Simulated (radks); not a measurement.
The terbium ion Tb2+ inside a hard spherical wall (all orbitals vanish at R), configuration held at [Xe] 4f9 and not refilled when levels cross. All-electron calculation, scalar-relativistic Kohn-Sham, PBE, spin-polarised, spherical densities, point nucleus; open shells are filled with parallel spins first (spin-orbit coupling, left out, can overturn this in heavy ions). Program: a radial shooting solver on a logarithmic mesh with Libxc functionals. Eigenvalues in eV for spin up, with the zero of energy where the potential of the charges vanishes at infinity; a dash marks a level that is unbound or too diffuse for the functional's potential to be trusted. A positive occupied level is held by the wall or, in an anion where self-interaction has pushed it up, behind a barrier. The pressure on the wall is -dE/dV.

[
 {"R (bohr)": "free", "E (hartree)": "-11708.4567", "kinetic (hartree)": "12602.986", "e(4d)": "-162.26", "e(5s)": "-62.322", "e(5p)": "-39.355", "e(4f)": "-18.231", "e(6s, empty)": "-14.459", "e(5d, empty)": "-13.846", "pressure (GPa)": "0"},
 {"R (bohr)": "10", "E (hartree)": "-11708.4567", "kinetic (hartree)": "12602.986", "e(4d)": "-162.26", "e(5s)": "-62.322", "e(5p)": "-39.355", "e(4f)": "-18.231", "e(6s, empty)": "-14.457", "e(5d, empty)": "-13.846", "pressure (GPa)": "< 0.0001"},
 {"R (bohr)": "8", "E (hartree)": "-11708.4567", "kinetic (hartree)": "12602.986", "e(4d)": "-162.26", "e(5s)": "-62.320", "e(5p)": "-39.354", "e(4f)": "-18.229", "e(6s, empty)": "-14.423", "e(5d, empty)": "-13.838", "pressure (GPa)": "0.000754"},
 {"R (bohr)": "5", "E (hartree)": "-11708.4523", "kinetic (hartree)": "12603.029", "e(4d)": "-162.03", "e(5s)": "-62.162", "e(5p)": "-39.209", "e(4f)": "-18.021", "e(6s, empty)": "-12.194", "e(5d, empty)": "-13.205", "pressure (GPa)": "0.924"},
 {"R (bohr)": "3.5", "E (hartree)": "-11708.2980", "kinetic (hartree)": "12604.209", "e(4d)": "-159.28", "e(5s)": "-60.144", "e(5p)": "-37.097", "e(4f)": "-15.423", "e(6s, empty)": "1.966", "e(5d, empty)": "-8.363", "pressure (GPa)": "75.8"},
 {"R (bohr)": "2", "E (hartree)": "-11700.3974", "kinetic (hartree)": "12640.760", "e(4d)": "-121.94", "e(5s)": "-24.416", "e(5p)": "6.117", "e(4f)": "21.314", "e(6s, empty)": "156.93", "e(5d, empty)": "54.154", "pressure (GPa)": "13300"},
 {"R (bohr)": "1.5", "E (hartree)": "-11672.4441", "kinetic (hartree)": "12744.044", "e(4d)": "-63.769", "e(5s)": "67.226", "e(5p)": "113.52", "e(4f)": "84.237", "e(6s, empty)": "447.43", "e(5d, empty)": "184.93", "pressure (GPa)": "121000"}
]
